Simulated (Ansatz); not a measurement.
Cost and result for the atomization energy of CH₅FInNSi (10 atoms, 9 bonds).

```tsv
atom	x (Å)	y (Å)	z (Å)
N1	-0.135	1.619	0.926
C2	0.433	0.420	0.738
F3	1.749	0.499	0.976
Si4	-0.221	-1.048	-0.228
In5	0.654	-0.620	-2.785
H6	0.407	2.465	0.825
H7	-1.129	1.690	0.795
H8	0.410	-2.187	0.488
H9	-1.684	-0.850	-0.007
H10	-0.485	-1.990	-1.728
```

Total charge 0; spin multiplicity 1. Correlated methods include outer-core shells of In, which these sets cover unevenly. In: def2 effective core potential. The bonds changed during the relaxation, so this is another structure than the one it started from. The structure was optimised at the PBE0-D4/def2-TZVP level. It is one conformer, not always the lowest. Program: Ansatz. All runs use 4 threads of an AMD EPYC 7B13 on a shared host. Times are those of one run each, without the atoms' runs, and a repeat can differ threefold. Electronic energies, without spin–orbit coupling; frozen cores. CCSD(T)/CBS adds CCSD(T) − MP2 in def2-TZVPP to the MP2 limit, and its time is that of the two runs behind it. T1 = 0.019; the RHF reference is unstable towards UHF. With those shells the extrapolation isn't a true limit. B3LYP takes the VWN-RPA correlation (the form of Gaussian; ORCA's B3LYP/G). HSE06 is the plane-wave form, built on full-range PBE exchange.

CCSD(T)/CBS is a level of theory with its own doubt, some kJ/mol a heavy atom from the limit and from the frozen cores, so smaller differences don't rank the functionals.

```json
{"level": "BLYP-D4/def2-TZVPP", "functions": "255", "wall time": "2.3 s"}
{"level": "PBE0-D4/def2-TZVPP", "functions": "255", "wall time": "3.3 s"}
{"level": "BHLYP-D4/def2-TZVPP", "functions": "255", "wall time": "3.5 s"}
{"level": "HSE06-D4/def2-TZVPP", "functions": "255", "wall time": "3.9 s"}
{"level": "r2SCAN-D4/def2-TZVPP (with forces)", "functions": "255", "wall time": "4.8 s"}
{"level": "B3LYP-D4/def2-TZVPP (with forces)", "functions": "255", "wall time": "5 s"}
{"level": "r2SCANh-D4/def2-TZVPP", "functions": "255", "wall time": "5 s"}
{"level": "B97M-V/def2-TZVPP", "functions": "255", "wall time": "7.5 s"}
{"level": "CCSD(T)/def2-SVP", "functions": "111", "wall time": "9 s"}
{"level": "ωB97M-V/def2-TZVPP (with forces)", "functions": "255", "wall time": "12 s"}
{"level": "MP2/def2-QZVPP", "functions": "473", "wall time": "31 s"}
{"level": "CCSD(T)/def2-TZVPP", "functions": "255", "wall time": "3.4 min"}
{"level": "CCSD(T)/CBS(def2)", "functions": "–", "wall time": "3.9 min"}
```

(1) What atomization energy does each give, and how far from CCSD(T)/CBS? (An estimate is asked.)

Answers

(1) Computed: 
| level | atomization (kcal/mol) | difference from CCSD(T)/CBS | per bond |
| --- | --- | --- | --- |
| BLYP-D4/def2-TZVPP | 730.2 | 11.4 | 1.3 |
| PBE0-D4/def2-TZVPP | 722.0 | 3.2 | 0.4 |
| BHLYP-D4/def2-TZVPP | 689.9 | -28.9 | -3.2 |
| HSE06-D4/def2-TZVPP | 723.0 | 4.2 | 0.5 |
| r2SCAN-D4/def2-TZVPP (with forces) | 725.9 | 7.1 | 0.8 |
| B3LYP-D4/def2-TZVPP (with forces) | 723.4 | 4.6 | 0.5 |
| r2SCANh-D4/def2-TZVPP | 717.6 | -1.2 | -0.1 |
| B97M-V/def2-TZVPP | 728.7 | 9.9 | 1.1 |
| CCSD(T)/def2-SVP | 662.4 | -56.4 | -6.3 |
| ωB97M-V/def2-TZVPP (with forces) | 718.8 | 0.0 | 0.0 |
| MP2/def2-QZVPP | 717.2 | -1.6 | -0.2 |
| CCSD(T)/def2-TZVPP | 693.8 | -25.0 | -2.8 |
| CCSD(T)/CBS(def2) | 718.8 | 0.0 | 0.0 |

Leaving LDA and LC-ωPBE aside and taking each functional with its dispersion term where it has one, the values, not all of them listed here, spread over 56.8 kcal/mol, from BHLYP-D4 to PBE-D4. LDA lies +112.9 kcal/mol from PBE without D4, its usual overbinding. In def2-TZVPP, CCSD(T) changes the Hartree–Fock value by +227.1 kcal/mol (the triples alone add +17.0 kcal/mol) and MP2 by +235.7 kcal/mol; breaking electron pairs costs correlation energy, which Hartree–Fock lacks. From BLYP to BHLYP (50 % exact exchange), in def2-TZVPP and without D4, the atomization energy moves by −35.8 kcal/mol: exact exchange takes away binding that semilocal exchange gives to molecules.

Spin–orbit coupling would lower the free In atoms strongly, and the atomization energy with them, by more than many differences here.
